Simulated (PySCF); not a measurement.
Compound: C₁₁H₉N.
Z-matrix (Å and degrees, GFN2-xTB geometry), rows numbered from 1:
```
C 
C   1  1.3849
C   2  1.3824  1  120.21
C   3  1.3931  2  120.48  1     0.20
C   4  1.4680  3  120.60  2  -179.86
C   5  1.3940  4  121.74  3  -139.03
C   6  1.3836  5  119.32  4   179.84
C   7  1.3869  6  118.41  5    -0.16
N   8  1.3222  7  123.03  6     0.68
C   9  1.3186  8  118.35  7    -0.41
C   4  1.3930  3  118.85  2    -0.06
C  11  1.3824  4  120.52  3    -0.16
H   1  1.0798  2  120.13  3   179.86
H   2  1.0802  1  120.00  3   179.91
H   3  1.0802  2  119.95  1   179.02
H   6  1.0811  5  120.03  4     1.11
H   7  1.0793  6  120.96  5  -179.88
H   8  1.0821  7  121.33  6  -179.29
H  10  1.0826  5  120.56  4     1.44
H  11  1.0805  4  119.63  3  -178.83
H  12  1.0803  1  120.03  2   179.84
```

Definitions: NICS(0) = −σiso at the ring centroid; NICS(1) = −σiso and NICS(1)zz = −σzz at ±1 Å along the ring normal z. Level: GIAO PBE0/pcSseg-1 (PySCF, non-relativistic, gas phase) on the GFN2-xTB geometry, one conformer.

Ring bond lengths (Å), with Mayer bond orders in brackets: C1–C2 1.385 (1.43), C2–C3 1.382 (1.45), C3–C4 1.393 (1.41), C4–C11 1.393 (1.40), C11–C12 1.382 (1.45), C12–C1 1.385 (1.43); C5–C6 1.394 (1.41), C6–C7 1.384 (1.44), C7–C8 1.387 (1.39), C8–N9 1.322 (1.47), N9–C10 1.319 (1.49), C10–C5 1.396 (1.38).

Task: Give the NICS values of each ring in ppm.

Result: 
```csv
ring,type,NICS(0),"NICS(1), two faces","NICS(1)zz, two faces",rms pucker (Å),"centre to ring atoms, mean (Å)"
C1–C2–C3–C4–C11–C12,6-membered carbocycle; formal bonds all aromatic,-8.1,-11.0 / -10.9,-28.1 / -28.1,0.00,1.39
C5–C6–C7–C8–N9–C10,6-membered ring with N; formal bonds all aromatic,-7.0,-10.8 / -10.8,-27.5 / -27.4,0.00,1.37
```

Task: What can be read from them?

Result: 
- C1–C2–C3–C4–C11–C12: mean NICS(1)zz -28.1 ppm, shielded. For a flat ring without four-coordinate atoms the NICS criterion counts such a value as aromatic.
- C5–C6–C7–C8–N9–C10: mean NICS(1)zz -27.4 ppm, shielded. The ring is flat and has no four-coordinate atom; by the NICS criterion it is aromatic.

Task: How equal are the bonds by HOMA? HOMA takes Krygowski's 1993 parameters.

Result: 
- C1–C2–C3–C4–C11–C12: HOMA 0.99 = 1 − EN − GEO, with mean bond length 1.387 Å, EN = α(Ropt − mean)² = 0.000 and GEO = α × variance = 0.005. The geometric and the magnetic index point the same way.
- C5–C6–C7–C8–N9–C10: HOMA 0.99; the largest term is that of N9–C10, α(R − Ropt)² = 0.02. The geometric and the magnetic index point the same way.

Task: What is the mean of the two in-plane components of NICS at the second NICS(1) probe listed for ring C5–C6–C7–C8–N9–C10, 1 Å off the ring?

Result: The isotropic value is a third of the trace: (3 × -10.8 − (-27.4))/2 = -2.5 ppm.

The run took 39 s on x86-64 server, one thread, on a shared host. This is the whole shielding run at PBE0/pcSseg-1, SCF included.
